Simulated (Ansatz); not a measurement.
Mg₃Te₃. Charge 0, multiplicity 1. Geometry PBE0-D4/def2-SVP.

Cartesian coordinates in Å:
```
Mg 0.759 1.567 0.905
Mg 1.016 -0.912 -1.410
Mg -1.770 -0.652 0.502
Te 2.707 0.986 -0.755
Te -1.552 1.389 2.137
Te -1.160 -2.378 -1.380
```

In the def2 sets Te takes a core potential; there is no spin–orbit coupling. The structure comes from a short search, and lower isomers may exist.

Problem. Estimate the orbital energies around the gap (eV) in Ansatz with PBE-D4/def2-TZVP, r2SCAN-D4/def2-TZVP, r2SCAN-D4/def2-TZVPD, PBE0-D4/def2-SVP, PBE0-D4/def2-TZVP.

Solution. 
| orbital | PBE-D4/def2-TZVP | r2SCAN-D4/def2-TZVP | r2SCAN-D4/def2-TZVPD | PBE0-D4/def2-SVP | PBE0-D4/def2-TZVP |
| --- | --- | --- | --- | --- | --- |
| HOMO−13 | -39.88 | -40.78 | -40.77 | -43.03 | -43.05 |
| HOMO−12 | -39.88 | -40.77 | -40.77 | -43.03 | -43.05 |
| HOMO−11 | -14.75 | -15.28 | -15.27 | -16.53 | -16.50 |
| HOMO−10 | -14.61 | -15.12 | -15.12 | -16.36 | -16.33 |
| HOMO−9 | -14.61 | -15.12 | -15.11 | -16.36 | -16.33 |
| HOMO−8 | -7.70 | -7.92 | -7.91 | -8.79 | -8.76 |
| HOMO−7 | -7.15 | -7.35 | -7.35 | -8.16 | -8.15 |
| HOMO−6 | -7.14 | -7.34 | -7.34 | -8.15 | -8.14 |
| HOMO−5 | -6.22 | -6.48 | -6.48 | -7.20 | -7.15 |
| HOMO−4 | -6.19 | -6.43 | -6.43 | -7.14 | -7.10 |
| HOMO−3 | -6.18 | -6.42 | -6.42 | -7.13 | -7.09 |
| HOMO−2 | -5.71 | -5.95 | -5.95 | -6.66 | -6.68 |
| HOMO−1 | -5.37 | -5.61 | -5.60 | -6.26 | -6.31 |
| HOMO | -5.37 | -5.61 | -5.60 | -6.26 | -6.31 |
| LUMO | -2.86 | -2.56 | -2.56 | -2.25 | -2.24 |
| LUMO+1 | -2.52 | -2.37 | -2.37 | -1.90 | -1.94 |
| LUMO+2 | -1.97 | -1.62 | -1.62 | -1.23 | -1.30 |
| LUMO+3 | -1.97 | -1.61 | -1.62 | -1.23 | -1.30 |
| LUMO+4 | -1.43 | -1.21 | -1.21 | -0.82 | -0.85 |
| LUMO+5 | -0.96 | -0.66 | -0.69 | -0.30 | -0.34 |
